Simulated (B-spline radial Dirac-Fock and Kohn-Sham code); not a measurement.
# Auger decay of the L2 hole in Fe¹⁰⁺

System: iron as Fe¹⁰⁺ in the configuration [Ne] 3s2 3p4.

These are calculated numbers from a B-spline atomic structure program; the model is independent-particle rates on relativistic LDA orbitals of the hole state (multipoles up to L = 3, Coulomb Auger matrix elements, transition energies from Dirac-Fock). Kinetic energies are configuration averages from the vacuum level; the two-hole energies are estimated from single-hole states.

| transition | kinetic energy (eV) | width (meV) | share (%) |
| --- | --- | --- | --- |
| L2-M1M1 | 312.1 | 3.54 | 2.0 |
| L2-M1M2 | 354.4 | 47.0 | 27.0 |
| L2-M1M3 | 356.6 | 3.83 | 2.2 |
| L2-M2M2 | 390.5 | 26.0 | 14.9 |
| L2-M2M3 | 392.7 | 91.6 | 52.5 |
| L2-M3M3 | 394.9 | 2.45 | 1.4 |

The listed channels hold 100 % of the non-radiative rate. Summed by principal shells, of 0.174 eV in all: LMM 100.0 %.
